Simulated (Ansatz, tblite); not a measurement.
Spin states of Ge2H3, each relaxed with r2SCAN-D4/def2-TZVP in Ansatz. Electronic energies in the gas phase.

The xTB rows come from tblite. Correlated methods freeze 18 core orbitals; core or outer-core shells of Ge are correlated, in sets that lack core-valence functions. The structure comes from a short search, and lower isomers may exist.

Doublet geometry (Cs within 0.1 Å):

```csv
atom,x (Å),y (Å),z (Å)
Ge1,0.1150,0.2937,-0.5652
Ge2,0.7589,-0.4360,1.6306
H3,1.0519,1.0692,-1.5194
H4,-0.7032,-1.0518,1.7780
H5,-1.2227,0.1249,-1.3240
```

Quartet geometry (Cs within 0.1 Å):

```
atom   x (Å)   y (Å)   z (Å)
 Ge1   0.644   0.289   0.760
 Ge2  -0.376  -1.469  -0.548
  H3   1.505   1.258  -0.086
  H4  -1.392  -1.198  -1.695
  H5  -0.380   1.120   1.569
```

⟨S²⟩: doublet 0.75 at PBE0-D4/def2-TZVP (pure 0.75), quartet 3.75 at PBE0-D4/def2-TZVP (pure 3.75).

Only these spin states were relaxed.

```tsv
level	quartet − doublet (kcal/mol)	lowest of these
GFN1-xTB	44.9	doublet
ωB97M-V/def2-TZVP	31.9	doublet
PBE-QIDH/def2-TZVP	26.3	doublet
MP2/def2-TZVPP	26.8	doublet
```

(1) Estimate the rows for GFN2-xTB, HF/def2-TZVP, r2SCAN-D4/def2-TZVP, MP2/def2-TZVP.

## Answers

(1) 
| level | quartet − doublet (kcal/mol) | lowest of these |
| --- | --- | --- |
| GFN2-xTB | 61.9 | doublet |
| HF/def2-TZVP | 10.8 | doublet |
| r2SCAN-D4/def2-TZVP | 26.9 | doublet |
| MP2/def2-TZVP | 26.5 | doublet |

The xTB methods have no term that favours high spin, so they put low spin too low.
